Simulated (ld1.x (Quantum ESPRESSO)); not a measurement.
**Which change was made? (Eu, TM)**

| Quantity | Value |
| --- | --- |
| Element | Eu |
| Generator | ld1.x (Quantum ESPRESSO) 7.5 |
| Type | norm-conserving Troullier–Martins (Kleinman–Bylander form) |
| Functional | LDA (PZ) |
| Relativity | fully relativistic |
| Frozen core | [Xe] 4f6 |
| Valence charge | 3 |
| Reference configuration | 5d1 6s1 6p0 (charge +1) |
| Partial waves | 6s (bound): rc 3.00 bohr; 5d (bound): rc 2.40 bohr; 5f channel at -0.1 Ry: rc 3.75 bohr; 6p (bound, empty): rc 3.70 bohr |
| Local potential | the p channel |
| Core correction | none |

Open shells are filled in proportion to 2j + 1 (rel_dist='average').

Cutoffs, loose and tight: the cutoffs (Ry, on a coarse ladder) from which the occupation-weighted sum of valence levels, in a spherical-Bessel basis at the reference potential, stays within 10 and 1 mRy of its value at 400 Ry. They do not see the model core or the augmentation charge, which bear on the density cutoff. Test errors are all-electron minus pseudo excitation energies from the reference, over the configurations 5d1 6s2 6p0; 5d1 6s0 6p0; 5d1 6s1.5 6p0; 5d1 6s0 6p2; 5d1.5 6s1.5 6p0; 5d1 6s1 6p1; 5d0 6s2 6p1; variants that change the core or the reference have their own tests. The largest error is taken over the tests solved by every variant that gives reliable tests at all: 5d1 6s1.5 6p0; 5d1 6s2 6p0; 5d1.5 6s1.5 6p0.

The base gives: outcome: generated; cutoff, loose: 15 Ry; cutoff, tight: 18 Ry; bound ghosts: none; largest test error (meV): +25.

Question: After one change the result is: outcome: generated; cutoff, loose: 15 Ry; cutoff, tight: 18 Ry; bound ghosts: s, p3/2 (extra level of the local part), p1/2 (extra level of the local part); largest test error (meV): +22. Which change was it?
A. wave 6p (bound): rc 3.70 bohr becomes 6p (bound): rc 2.76 bohr
B. wave 6p (bound): rc 3.70 bohr becomes 6p (bound): rc 2.46 bohr
C. wave 6p (bound): rc 3.70 bohr becomes 6p (bound): rc 3.20 bohr

Answer: B. The others give: wave 6p (bound): rc 3.70 bohr becomes 6p (bound): rc 3.20 bohr → outcome: generated; cutoff, loose: 15 Ry; cutoff, tight: 18 Ry; bound ghosts: s; largest test error (meV): +14 | wave 6p (bound): rc 3.70 bohr becomes 6p (bound): rc 2.76 bohr → outcome: generated; cutoff, loose: 15 Ry; cutoff, tight: 18 Ry; bound ghosts: s, p1/2 (extra level of the local part), p3/2 (extra level of the local part); largest test error (meV): +21.
